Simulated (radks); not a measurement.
Values are calculated unless marked as measured or tabulated.
Species: Ne2+. Configuration: [He] 2s2 2p4. Level of theory: non-relativistic Kohn-Sham, PBE, spin-polarised, spherical densities, point nucleus; open shells are filled with parallel spins first (a radial shooting solver on a logarithmic mesh with Libxc functionals).

Radial electron density D(r) = 4 pi r^2 rho(r):

| r (bohr) | D(r) (e/bohr) | spin D(r) |
|---|---|---|
| 0.01022 | 0.6711 | -0.0000541 |
| 0.01259 | 0.9703 | -0.0000602 |
| 0.01537 | 1.369 | -0.0000465 |
| 0.01893 | 1.933 | 0.0000232 |
| 0.02312 | 2.652 | 0.000218 |
| 0.02846 | 3.613 | 0.000725 |
| 0.03477 | 4.753 | 0.00184 |
| 0.0428 | 6.141 | 0.00436 |
| 0.05228 | 7.592 | 0.00942 |
| 0.06437 | 9.064 | 0.0200 |
| 0.07862 | 10.22 | 0.0398 |
| 0.0968 | 10.87 | 0.0784 |
| 0.1182 | 10.74 | 0.145 |
| 0.1456 | 9.751 | 0.262 |
| 0.1778 | 8.177 | 0.442 |
| 0.2189 | 6.414 | 0.719 |
| 0.2674 | 5.218 | 1.08 |
| 0.3292 | 4.949 | 1.53 |
| 0.4021 | 5.586 | 1.97 |
| 0.495 | 6.591 | 2.30 |
| 0.6046 | 7.101 | 2.36 |
| 0.7444 | 6.604 | 2.11 |
| 0.9093 | 5.183 | 1.61 |
| 1.119 | 3.292 | 1.00 |
| 1.367 | 1.711 | 0.515 |
| 1.684 | 0.6700 | 0.199 |
| 2.056 | 0.2045 | 0.0597 |
| 2.532 | 0.04155 | 0.0117 |
| 3.092 | 0.005893 | 0.00155 |

D(r) has 2 maxima, at r = 0.104, 0.614 bohr, and minima at 0.311 bohr, inside which lie 2.21 electrons.
